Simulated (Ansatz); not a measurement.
`CC(=O)C(C)(C)C(C)C` and `CC(=O)C(C)C` differ in one atom or group.

Ansatz, PBE0-D4/def2-TZVP geometries, multiplicity 1. Each molecule was computed in one conformer, which needn't be the lowest.

| property | `CC(=O)C(C)(C)C(C)C` |
| --- | --- |
| size of the dipole moment (B3LYP/def2-TZVPP) / D | 2.59 |
| HOMO energy (PBE0/def2-TZVPP) / eV | -6.97 |
| HOMO energy (PBE/def2-TZVPP) / eV | -5.44 |
| HOMO–LUMO gap (ωB97M-V/def2-TZVPP) / eV | 11.30 |
| LUMO energy (B3LYP/def2-TZVPP) / eV | -0.57 |
| HOMO energy (B3LYP/def2-TZVPP) / eV | -6.75 |

Q: Give the same properties after the change, and the shifts. (Best estimate.)

A: The calculation gave: 
```json
{"property": "size of the dipole moment (B3LYP/def2-TZVPP) / D", "`CC(=O)C(C)C`": "2.98", "shift": "0.39"}
{"property": "HOMO energy (PBE0/def2-TZVPP) / eV", "`CC(=O)C(C)C`": "-7.02", "shift": "-0.05"}
{"property": "HOMO energy (PBE/def2-TZVPP) / eV", "`CC(=O)C(C)C`": "-5.44", "shift": "0.00"}
{"property": "HOMO–LUMO gap (ωB97M-V/def2-TZVPP) / eV", "`CC(=O)C(C)C`": "11.42", "shift": "0.12"}
{"property": "LUMO energy (B3LYP/def2-TZVPP) / eV", "`CC(=O)C(C)C`": "-0.56", "shift": "0.01"}
{"property": "HOMO energy (B3LYP/def2-TZVPP) / eV", "`CC(=O)C(C)C`": "-6.79", "shift": "-0.04"}
```

Dipoles are sizes alone; their direction can turn.

B3LYP here is the variant with VWN-RPA as its local correlation; programs differ in this.
